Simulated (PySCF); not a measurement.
# Which basis set comes closest?

Molecule: trifluoroacetic acid (SMILES O=C(O)C(F)(F)F).

Molfile (atoms numbered from 1):
```
C2HF3O2
     RDKit          3D

  8  7  0  0  0  0  0  0  0  0999 V2000
    0.4803    1.0361   -1.3190 O   0  0  0  0  0  0  0  0  0  0  0  0
    0.3808    0.1711   -0.5025 C   0  0  0  0  0  0  0  0  0  0  0  0
    1.1571   -0.8979   -0.3932 O   0  0  0  0  0  0  0  0  0  0  0  0
   -0.7128    0.1475    0.5813 C   0  0  0  0  0  0  0  0  0  0  0  0
   -1.4125    1.2656    0.5447 F   0  0  0  0  0  0  0  0  0  0  0  0
   -1.5320   -0.8804    0.3721 F   0  0  0  0  0  0  0  0  0  0  0  0
   -0.1726    0.0157    1.7887 F   0  0  0  0  0  0  0  0  0  0  0  0
    1.8208   -0.8515   -1.0999 H   0  0  0  0  0  0  0  0  0  0  0  0
  1  2  2  0
  2  3  1  0
  2  4  1  0
  4  5  1  0
  4  6  1  0
  4  7  1  0
  3  8  1  0
M  END
```

Geometry PBE0-D3(BJ)/def2-SVP throughout; GIAO in PySCF, gas phase, one conformer, non-relativistic; equivalent atoms averaged; functional PBE0.

Reference values (measured; University of Colorado NMR facility, 19F NMR Reference Standards): δ(F5/F6/F7) = -76.5 ppm vs CFCl3. Computed shifts are taken against CFCl3, calculated as an isolated molecule at each level.

How do the basis sets STO-3G, pcSseg-0, 6-31G, 6-31G*, cc-pVDZ, def2-SVP, pcSseg-1, aug-cc-pVDZ, 6-311+G(2d,p), def2-TZVP, cc-pVTZ, IGLO-III perform against the reference? Times are CPU seconds on shared hosts with different chips, so compare them loosely.

Answers


```tsv
basis set	functions	F5/F6/F7	abs. error F	core-s
STO-3G	36	-93.9	17.4	2.3
pcSseg-0	65	-89.8	13.3	4
6-31G	65	-95.4	18.9	4.5
6-31G*	100	-86.5	10.0	6.9
cc-pVDZ	103	-83.3	6.8	12
def2-SVP	103	-72.2	4.3	11
pcSseg-1	124	-87.2	10.7	9.9
aug-cc-pVDZ	170	-80.5	4.0	24
6-311+G(2d,p)	195	-86.5	10.0	17
def2-TZVP	223	-83.6	7.1	37
cc-pVTZ	224	-83.7	7.2	35
IGLO-III	255	-84.9	8.4	39
```

For ¹⁹F the closest is aug-cc-pVDZ (4.0 ppm, with def2-SVP practically level) and the furthest 6-31G (18.9 ppm). Where a smaller basis beats a larger one, errors probably cancel. One molecule is a small sample, and vibrational and solvent effects are absent from the calculation.

A small basis that lands close on one nucleus may do so by chance; judge by the trend and by all nuclei.
